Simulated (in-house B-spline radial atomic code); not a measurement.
RPA and G0W0 for the germanium ion Ge⁴⁺, [Ar] 3d10, as one setting changes: the share of exact exchange in the PBE hybrid start. A dash marks a level of low quasi-particle weight. Computed with a B-spline radial code for spherical atoms: all electrons, scalar-relativistic (spin-free one-electron X2C), finite nucleus, each spin shell either full or empty, empty states to l = 9 with an (l + 1/2)⁻⁴ tail; G0W0 by contour deformation at full frequency.

```csv
share of exact exchange in the PBE hybrid start,mean-field level (eV),G0W0 level (eV),RPA correlation (Eh)
0,-78.03,3d -90.82,-2.1493
0.1,?,?,?
0.2,-81.14,3d -90.88,-2.1085
0.3,-82.70,3d -90.89,-2.089
0.4,-84.28,3d -90.89,-2.0701
0.5,?,?,?
0.6,-87.44,3d -90.85,-2.0337
0.7,-89.03,3d -90.82,-2.0163
0.8,-90.63,3d -90.78,-1.9993
0.9,-92.23,3d -90.74,-1.9827
1,-93.84,3d -90.68,-1.9665
```

Problem. What belongs in the row for 0.1?

Solution. mean-field level (eV): -79.58; G0W0 level (eV): 3d -90.86; RPA correlation (Eh): -2.1286.

Problem. What belongs in the row for 0.5?

Solution. mean-field level (eV): -85.86; G0W0 level (eV): 3d -90.88; RPA correlation (Eh): -2.0517.

Problem. At what share of exact exchange does G0W0 leave the highest level unchanged?

Solution. Near 0.81, where the shift changes sign (-0.154 eV at 0.8, +1.495 eV at 0.9).
